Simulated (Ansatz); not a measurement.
Relaxation of Na₂Cl₃ with UKS PBE-D4/def2-SVP.

```sh
$ ansatz run in.yaml --threads 4 --pin off --events-out ev --progress --plain --max-ram 4787MiB
```

```yaml
crystal:
  periodic: [false, false, false]
  atoms:
    - {symbol: Na, position_ang: [-2.360550, 0.113340, 1.446420]}
    - {symbol: Na, position_ang: [0.918400, 0.202120, -0.436370]}
    - {symbol: Cl, position_ang: [-0.391530, -0.566100, -2.362910]}
    - {symbol: Cl, position_ang: [-0.646510, 1.634430, 0.911910]}
    - {symbol: Cl, position_ang: [2.480190, -1.383790, 0.440940]}
basis:
  gaussian: {orbitals: def2-SVP}
magnetization: {spin_polarized: true, initial_magnetization: 1}
hamiltonian: {xc: pbe, dispersion: d4}
scf: {lower_state_search: "off"}
output: {orbitals: {seedname: orbitals}}
relax: {f_tol: 0.02, max_steps: 100}
```

Hardware: 4 threads of Arm Neoverse V1 on a shared host. Wall time 25 s.

Positions (Å) and forces (eV/Å) at steps 1, 2, 3, 4, 5, 6, 7, 8, 9, 10, 11, 12, 13, 14, 15, 16, 17, 18 of 18:

```xyz
5
step=1 energy=-46367.6891 eV
Na   -2.361    0.113    1.446   -0.292   -0.329   -0.047
Na    0.918    0.202   -0.436    0.007    0.551   -0.078
Cl   -0.392   -0.566   -2.363   -0.286   -0.208   -0.212
Cl   -0.647    1.634    0.912    0.168    0.475    0.120
Cl    2.480   -1.384    0.441    0.404   -0.488    0.217
5
step=2 energy=-46367.8134 eV
Na   -2.369    0.075    1.342   -0.069   -0.174   -0.183
Na    0.961    0.259   -0.422    0.062    0.300   -0.054
Cl   -0.478   -0.592   -2.294   -0.206   -0.131    0.031
Cl   -0.646    1.694    0.941    0.063    0.236    0.129
Cl    2.531   -1.436    0.434    0.150   -0.231    0.077
5
step=3 energy=-46367.9586 eV
Na   -2.341    0.007    1.159    0.195    0.000   -0.332
Na    1.016    0.356   -0.419    0.038    0.069   -0.036
Cl   -0.602   -0.641   -2.170   -0.134   -0.036    0.293
Cl   -0.624    1.767    1.001   -0.054   -0.020    0.104
Cl    2.550   -1.488    0.429   -0.045   -0.012   -0.029
5
step=4 energy=-46368.1085 eV
Na   -2.279   -0.047    0.979    0.299    0.037   -0.425
Na    1.045    0.417   -0.411    0.014   -0.015   -0.029
Cl   -0.704   -0.669   -2.034   -0.138    0.017    0.437
Cl   -0.601    1.806    1.044   -0.081   -0.092    0.074
Cl    2.539   -1.506    0.421   -0.094    0.054   -0.056
5
step=5 energy=-46368.2980 eV
Na   -2.199   -0.087    0.803    0.303   -0.010   -0.486
Na    1.061    0.455   -0.401    0.014   -0.041   -0.027
Cl   -0.796   -0.681   -1.887   -0.168    0.047    0.508
Cl   -0.587    1.823    1.074   -0.054   -0.061    0.062
Cl    2.521   -1.511    0.412   -0.096    0.065   -0.056
5
step=6 energy=-46368.4875 eV
Na   -2.116   -0.117    0.628    0.165   -0.046   -0.335
Na    1.075    0.476   -0.398    0.018   -0.010   -0.011
Cl   -0.879   -0.679   -1.727   -0.119    0.014    0.330
Cl   -0.582    1.827    1.098    0.000    0.004    0.056
Cl    2.502   -1.507    0.399   -0.064    0.038   -0.039
5
step=7 energy=-46368.5181 eV
Na   -2.121   -0.097    0.538    0.196   -0.011   -0.151
Na    1.094    0.560   -0.545   -0.067   -0.034    0.078
Cl   -0.889   -0.751   -1.671   -0.040   -0.027    0.100
Cl   -0.468    1.707    1.211   -0.034    0.066    0.038
Cl    2.384   -1.419    0.467   -0.056    0.006   -0.065
5
step=8 energy=-46368.5345 eV
Na   -1.953   -0.095    0.441   -0.115    0.085    0.255
Na    0.996    0.584   -0.500    0.100    0.068    0.022
Cl   -0.876   -0.862   -1.672    0.179   -0.044   -0.080
Cl   -0.464    1.804    1.313   -0.048   -0.111   -0.127
Cl    2.297   -1.431    0.417   -0.116    0.001   -0.071
5
step=9 energy=-46368.6212 eV
Na   -1.928   -0.131    0.488   -0.028    0.076    0.208
Na    1.039    0.686   -0.484    0.078    0.123    0.089
Cl   -0.742   -0.899   -1.593    0.229   -0.128   -0.038
Cl   -0.514    1.839    1.275   -0.037   -0.082   -0.112
Cl    2.145   -1.496    0.314   -0.242    0.012   -0.147
5
step=10 energy=-46368.7560 eV
Na   -1.882   -0.146    0.516    0.038    0.055    0.172
Na    1.053    0.779   -0.469    0.074    0.186    0.110
Cl   -0.614   -0.971   -1.541    0.296   -0.156    0.071
Cl   -0.531    1.859    1.271   -0.045   -0.085   -0.134
Cl    1.974   -1.521    0.223   -0.363    0.000   -0.218
5
step=11 energy=-46368.9263 eV
Na   -1.858   -0.153    0.562    0.109   -0.046    0.041
Na    1.082    0.872   -0.437    0.076    0.147    0.076
Cl   -0.479   -1.037   -1.484    0.163   -0.115    0.099
Cl   -0.553    1.862    1.236   -0.047    0.028   -0.052
Cl    1.808   -1.543    0.122   -0.301   -0.014   -0.163
5
step=12 energy=-46368.9246 eV rejected
Na   -1.788   -0.191    0.586    0.109   -0.092    0.015
Na    1.121    0.958   -0.395    0.068   -0.009    0.027
Cl   -0.385   -1.097   -1.433   -0.645    0.145   -0.476
Cl   -0.584    1.894    1.210   -0.044    0.072   -0.012
Cl    1.636   -1.565    0.033    0.512   -0.116    0.446
5
step=13 energy=-46368.9744 eV
Na   -1.795   -0.194    0.583    0.096   -0.053    0.047
Na    1.113    0.919   -0.406    0.036    0.055    0.034
Cl   -0.459   -1.058   -1.485    0.052   -0.024   -0.005
Cl   -0.577    1.889    1.213   -0.032    0.029   -0.037
Cl    1.718   -1.556    0.096   -0.152   -0.008   -0.039
5
step=14 energy=-46368.9993 eV
Na   -1.720   -0.244    0.615    0.093   -0.053    0.045
Na    1.134    0.948   -0.390    0.015    0.024    0.003
Cl   -0.449   -1.053   -1.513   -0.047    0.030   -0.092
Cl   -0.596    1.910    1.186   -0.021    0.018   -0.025
Cl    1.631   -1.561    0.101   -0.039   -0.020    0.069
5
step=15 energy=-46369.0371 eV
Na   -1.594   -0.311    0.653    0.098   -0.100    0.041
Na    1.115    0.980   -0.425    0.045    0.001   -0.014
Cl   -0.431   -1.027   -1.588   -0.081    0.068   -0.105
Cl   -0.592    1.913    1.184   -0.022    0.029   -0.029
Cl    1.502   -1.554    0.176   -0.040    0.001    0.106
5
step=16 energy=-46369.0966 eV
Na   -1.446   -0.422    0.714    0.142   -0.020    0.048
Na    1.146    1.013   -0.437   -0.031   -0.006   -0.024
Cl   -0.440   -0.971   -1.662   -0.020    0.065   -0.106
Cl   -0.608    1.920    1.136   -0.020   -0.030   -0.025
Cl    1.348   -1.539    0.249   -0.070   -0.010    0.107
5
step=17 energy=-46369.1359 eV
Na   -1.268   -0.487    0.763   -0.082   -0.022    0.073
Na    1.111    1.023   -0.466    0.028    0.021   -0.068
Cl   -0.418   -0.920   -1.750    0.038    0.053   -0.006
Cl   -0.622    1.925    1.120   -0.009   -0.005   -0.012
Cl    1.198   -1.541    0.334    0.025   -0.046    0.012
5
step=18 energy=-46369.1416 eV
Na   -1.283   -0.504    0.799   -0.002    0.003    0.006
Na    1.112    1.027   -0.500   -0.001    0.005   -0.001
Cl   -0.393   -0.877   -1.746    0.000    0.001   -0.007
Cl   -0.625    1.913    1.102   -0.001   -0.001   -0.001
Cl    1.190   -1.559    0.345    0.004   -0.008    0.003
```

The relaxation made no stability test and no search for a lower SCF solution. The structure comes from a short search, and lower isomers may exist.
